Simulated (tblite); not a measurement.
Compound: C5H10BFS.
Numbering: `[BH2:1][C@@H:2]1[CH2:3][S:4][CH2:5][C@@H:6]([F:7])[CH2:8]1` (hydrogens: H9, H10 on B1; H11 on C2; H12, H13 on C3; H14, H15 on C5; H16 on C6; H17, H18 on C8)

Computed with GFN2-xTB (tblite), gas phase: L-BFGS steps from a force-field or distance-geometry start until the largest atomic force falls under 0.01 eV/Å.

Step 62: E = -680.4895 eV
```
atom  x, y, z in Å  |  force x, y, z in eV/Å
B1     -2.4695    0.2563   -0.2992    0.007   0.006  -0.001
C2     -0.9889    0.1366    0.2481    0.007  -0.024  -0.014
C3     -0.2880    1.4828    0.0293   -0.003  -0.011   0.000
S4      1.3155    1.5268    0.8861    0.020  -0.007  -0.007
C5      2.0690    0.1030    0.0371   -0.010   0.001  -0.002
C6      1.2117   -1.1535    0.0907   -0.005  -0.002  -0.006
F7      1.1290   -1.6081    1.3914   -0.007   0.005  -0.013
C8     -0.1964   -0.9664   -0.4746    0.014  -0.005   0.008
H9     -2.6372    0.4080   -1.4461    0.007  -0.010  -0.005
H10    -3.3834    0.2207    0.4247    0.000   0.013   0.009
H11    -0.9502   -0.0789    1.3203   -0.012  -0.008  -0.005
H12    -0.8643    2.3047    0.4502   -0.004   0.007   0.016
H13    -0.1162    1.6718   -1.0312    0.001   0.020  -0.007
H14     3.0228   -0.0714    0.5328   -0.005   0.010   0.015
H15     2.2444    0.3737   -1.0047    0.005   0.015  -0.012
H16     1.7285   -1.9517   -0.4651   -0.002   0.000   0.005
H17    -0.1093   -0.7321   -1.5381   -0.007  -0.014   0.012
H18    -0.7263   -1.9159   -0.3767   -0.005   0.005   0.006
```

Step 63: E = -680.4896 eV
```
atom  x, y, z in Å  |  force x, y, z in eV/Å
B1     -2.4706    0.2567   -0.2975    0.011   0.008   0.002
C2     -0.9894    0.1349    0.2474    0.019  -0.033  -0.017
C3     -0.2886    1.4814    0.0286   -0.008  -0.009   0.005
S4      1.3138    1.5268    0.8874    0.023  -0.016  -0.017
C5      2.0690    0.1036    0.0384   -0.008  -0.007  -0.004
C6      1.2121   -1.1536    0.0908   -0.005   0.000  -0.010
F7      1.1272   -1.6085    1.3914   -0.005   0.009  -0.020
C8     -0.1953   -0.9657   -0.4767    0.019  -0.017   0.002
H9     -2.6419    0.3960   -1.4452    0.010  -0.010  -0.010
H10    -3.3820    0.2375    0.4299   -0.003   0.013   0.013
H11    -0.9489   -0.0814    1.3195   -0.017  -0.004  -0.008
H12    -0.8658    2.3026    0.4494   -0.008   0.016   0.015
H13    -0.1166    1.6703   -1.0321    0.002   0.019   0.000
H14     3.0226   -0.0716    0.5342   -0.005   0.015   0.019
H15     2.2456    0.3745   -1.0034    0.000   0.015  -0.005
H16     1.7302   -1.9519   -0.4642   -0.008   0.008   0.009
H17    -0.1066   -0.7289   -1.5394   -0.003  -0.009   0.009
H18    -0.7236   -1.9164   -0.3839   -0.014   0.003   0.015
```

Step 64: E = -680.4899 eV
```
atom  x, y, z in Å  |  force x, y, z in eV/Å
B1     -2.4721    0.2578   -0.2947    0.008   0.010   0.006
C2     -0.9899    0.1312    0.2463    0.031  -0.037  -0.019
C3     -0.2902    1.4788    0.0279   -0.014  -0.002   0.012
S4      1.3114    1.5267    0.8892    0.019  -0.025  -0.032
C5      2.0689    0.1045    0.0402    0.001  -0.018  -0.008
C6      1.2128   -1.1536    0.0909   -0.002   0.003  -0.014
F7      1.1240   -1.6086    1.3915   -0.001   0.014  -0.025
C8     -0.1929   -0.9650   -0.4801    0.019  -0.034  -0.011
H9     -2.6492    0.3743   -1.4441    0.014  -0.012  -0.009
H10    -3.3796    0.2684    0.4382    0.003   0.014   0.011
H11    -0.9470   -0.0863    1.3181   -0.023  -0.001  -0.012
H12    -0.8686    2.2987    0.4493   -0.011   0.024   0.013
H13    -0.1182    1.6683   -1.0331    0.002   0.017   0.016
H14     3.0223   -0.0718    0.5362   -0.007   0.023   0.024
H15     2.2473    0.3760   -1.0015   -0.006   0.012   0.006
H16     1.7330   -1.9522   -0.4621   -0.013   0.018   0.010
H17    -0.1020   -0.7235   -1.5412    0.005  -0.002  -0.001
H18    -0.7189   -1.9174   -0.3961   -0.027  -0.004   0.031
```

Question: Estimate the geometry and energy of step 65. (The exact step hangs on the optimiser's Hessian estimate; all steps are aligned on step 64, rigid shifts and turns removed.)

Answer: E = -680.4904 eV, largest force 0.076 eV/Å
```
atom  x, y, z in Å  |  force x, y, z in eV/Å
B1     -2.4737    0.2602   -0.2913   -0.008   0.012   0.010
C2     -0.9904    0.1240    0.2447    0.037  -0.028  -0.017
C3     -0.2932    1.4742    0.0282   -0.021   0.012   0.024
S4      1.3084    1.5261    0.8911    0.005  -0.034  -0.049
C5      2.0689    0.1059    0.0419    0.017  -0.032  -0.016
C6      1.2141   -1.1534    0.0912    0.005   0.003  -0.018
F7      1.1192   -1.6070    1.3920    0.006   0.019  -0.024
C8     -0.1887   -0.9648   -0.4851    0.009  -0.056  -0.033
H9     -2.6588    0.3378   -1.4435    0.018  -0.016   0.010
H10    -3.3756    0.3220    0.4482    0.034   0.015  -0.009
H11    -0.9451   -0.0951    1.3163   -0.029   0.002  -0.017
H12    -0.8733    2.2910    0.4528   -0.013   0.033   0.007
H13    -0.1229    1.6669   -1.0332    0.003   0.011   0.042
H14     3.0224   -0.0715    0.5374   -0.007   0.034   0.031
H15     2.2489    0.3786   -0.9998   -0.015   0.006   0.020
H16     1.7374   -1.9531   -0.4576   -0.014   0.025   0.005
H17    -0.0954   -0.7157   -1.5436    0.020   0.010  -0.022
H18    -0.7109   -1.9198   -0.4147   -0.047  -0.018   0.057
```

The energy changes by -0.0005 eV. The first-order estimate −F·Δx gives -0.0007 eV and the mean of the old and new forces, exact on a quadratic surface, -0.0005 eV. The step makes an angle of 86° with the force vector and moves no atom by more than 0.055 Å.

What follows is the cost of the whole relaxation. Hardware: one thread of an Arm Neoverse N1, no GPU, shared host with 64 logical CPUs at a one-minute load of 71. Cost: 1.5 s.
